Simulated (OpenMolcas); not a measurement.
# Si III: effect of the basis set

```json
{"Program": "OpenMolcas", "Method": "CASSCF", "Active space": "2 electrons in 8 orbitals (3s 3p 4s 4p)", "State averaging": "2S+1 = 3 even, 3 roots; 2S+1 = 1 even, 7 roots; 2S+1 = 3 odd, 3 roots; 2S+1 = 1 odd, 3 roots", "Spin-orbit coupling": "RASSI with atomic mean-field integrals over the reference wave functions, term energies averaged over their components"}
```

A. ANO-RCC-VTZP [5s4p2d1f], DKH2, point nucleus; cost of the order of 11 core-seconds
B. ANO-R2 [5s4p3d1f], X2C, finite nucleus; cost of the order of 11 core-seconds
C. ANO-RCC-VQZP [6s5p3d2f1g], DKH2, point nucleus; cost of the order of 19 core-seconds
D. ANO-RCC [8s7p5d4f2g], DKH2, point nucleus; cost about 26 core-seconds

Energies in eV above 3s2 1S0, the measured ground level; measured values from NIST levels in Kelleher and Podobedova, J. Phys. Chem. Ref. Data 37, 1285 (2008).

```csv
Level,A,B,C,D,Measured
3s2 1S0,0.0000,0.0000,0.0000,0.0000,0.0000
3s 3p 3P* 0,6.5069,6.5001,6.5005,6.4986,6.5370
3s 3p 3P* 1,6.5202,6.5137,6.5140,6.5122,6.5530
3s 3p 3P* 2,6.5469,6.5410,6.5411,6.5398,6.5854
3s 3p 1P* 1,11.5353,11.5466,11.5202,11.5200,10.2764
```

Deviations, from unrounded energies. A percentage is the sum of absolute deviations over the sum of measured energies, with the sign that they share, or ± where signs differ.

```csv
Against measurement,Levels,A,B,C,D
mean absolute deviation (cm-1),4,2700,2800,2700,2800
other configurations (%),4,±4.5,±4.6,±4.6,±4.6
```

A, B, C, D lie about equally close to measurement. The largest miss of A in the table is 3s 3p 1P* 1, by +10000 cm-1. The ranking rests on the paired levels alone, and a cruder setting can come out closer through cancelling errors.

Among A to D the level of the table that moves most is 3s 3p 1P* 1, by 210 cm-1 (lowest in D, highest in B).

The run also gave levels led by 3s 4s, which use shells meant for correlation; these and all levels above them are left out (holds for A; C; D). Active for correlation alone: 4p 4s; no level in the range computed is led by a configuration that fills them, so any true level of that kind is missing (holds for B). Computed and measured levels are paired by configuration, term and J; levels that our copy of the source lacks, or whose pairing is in doubt (as where it misses far off the trend of its configuration), stay unpaired and out of the deviations. Only configurations of the active space appear. The table leaves out levels that lie high or whose names do not pair safely across all columns.

* marks odd parity.
